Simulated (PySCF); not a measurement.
# C2H10OSi2

C2H10OSi2 is a small molecule, neutral, singlet. The structure, one conformer, was relaxed in the gas phase by PBE0-D3(BJ)/def2-SVP. No frequency run checks that it is a minimum.

SMILES: OC([SiH3])C[SiH3]

```csv
atom,x (Å),y (Å),z (Å)
C1,-0.483,0.525,-0.148
Si2,-2.263,0.073,0.378
C3,0.598,-0.263,0.589
Si4,2.315,-0.005,-0.179
O5,-0.353,0.407,-1.558
H6,-0.331,1.599,0.061
H7,-2.503,-1.344,-0.047
H8,-2.437,0.168,1.862
H9,-3.258,0.956,-0.298
H10,0.633,0.031,1.652
H11,0.379,-1.347,0.582
H12,2.474,-0.767,-1.454
H13,3.354,-0.502,0.780
H14,2.551,1.448,-0.433
H15,-0.451,-0.524,-1.790
```

Shieldings: GIAO PBE0/pcSseg-1. Shifts are against computed references at the same level: C TMS (σ 184.4 ppm), H TMS (σ 31.27 ppm), Si TMS (σ 352.0 ppm). Core levels by delta-SCF with SCAN, pcX-2 on the ionised atom and pcseg-1 elsewhere, spin-free X2C (2p3/2 is the spin-free 2p value less a third of a first-order spin-orbit splitting); from the vacuum level, for chosen atoms.

Question: Give the shieldings and core levels atom by atom.

Answer: 
| atoms | bonded to | σ (ppm) | δ (ppm) | core level (eV) |
| --- | --- | --- | --- | --- |
| C1 | 1 C + 1 O + 1 Si + 1 H | 124.1 | 60.3 | 1s 291.79 |
| Si2 | 1 C + 3 H | 411.7 | -59.7 | 2p3/2 106.66 |
| C3 | 1 C + 1 Si + 2 H | 165.5 | 18.9 | 1s 290.40 |
| Si4 | 1 C + 3 H | 418.2 | -66.2 | 2p3/2 106.55 |
| O5 | 1 C + 1 H | 275.0 | - | 1s 538.69 |
| H6 | 1 C | 27.71 | 3.55 | - |
| H7 H8 H9 | 1 Si | 27.42 | 3.85 | - |
| H10 | 1 C | 30.24 | 1.03 | - |
| H11 | 1 C | 30.34 | 0.93 | - |
| H12 H13 H14 | 1 Si | 27.31 | 3.96 | - |
| H15 | 1 O | 31.80 | -0.53 | - |

Values are those of this one static structure, with the three H of a rotating XH3 group averaged; atoms that internal rotation interchanges would show their mean in an NMR spectrum.

Question: By CAM-B3LYP/def2-SVPD (TDDFT singlets, Tamm-Dancoff triplets, ionisation by delta-SCF), where does absorption start, and what does vertical ionisation take?

Answer: The first singlet with intensity lies at 7.34 eV (f 0.001); what lies below it is dark. The lowest singlet lies at 6.49 eV (f 0.000), the strongest of the first 6 at 8.03 eV (f 0.147), the lowest triplet at 6.19 eV; vertical ionisation takes 9.61 eV.

The 3 runs behind this took 2.3 min in all, one thread each of Arm Neoverse V1 on a shared host, launched as `OMP_NUM_THREADS=1 python cluster_run.py task.json out`.
